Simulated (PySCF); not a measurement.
Cr(O)2(OH)2 (CrH₂O₄), SMILES [O]=[Cr]([OH])([OH])=[O], multiplicity 1. Heavy atoms are numbered as in [Cr:1](=[O:2])(=[O:3])([OH:4])[OH:6]. Hydrogens are named by the atom that carries them.

Coordinates come from a B3LYP-D3(BJ)/def2-SVP optimisation. The geometry has at least one imaginary mode, so it is a saddle point at that level. The spin state was assumed, not searched. One conformer was computed; it need not be the lowest.

The numbers are results of B3LYP/def2-TZVP in PySCF, not measurements.

Atomic charges (e), one atom of each kind:

| atom | Mulliken | IAO |
|---|---|---|
| Cr1 | 1.44 | 1.53 |
| O2 | -0.44 | -0.44 |
| O4 (OH) | -0.62 | -0.71 |
| H on O4 | 0.34 | 0.39 |
